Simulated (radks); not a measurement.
Question: The calcium ion Ca3+ is in [Ne] 3s2 3p5. Calculated with a radial shooting solver on a logarithmic mesh with Libxc functionals: scalar-relativistic Kohn-Sham, r2SCAN, spin-polarised, spherical densities, finite nucleus; meta-GGA in the generalised Kohn-Sham scheme; Fermi nuclear charge, rms radius of each element as measured or else 0.836 A^(1/3) + 0.57 fm. Open shells are filled with parallel spins first. One electron is removed from 3s, 3p, 2s, 2p in turn, with full relaxation. Which removal costs least, and what does each cost?

Answer: 3p 67.338 eV; 3s 88.263 eV; 2p 399.14 eV; 2s 477.97 eV. The 3p electron leaves first.
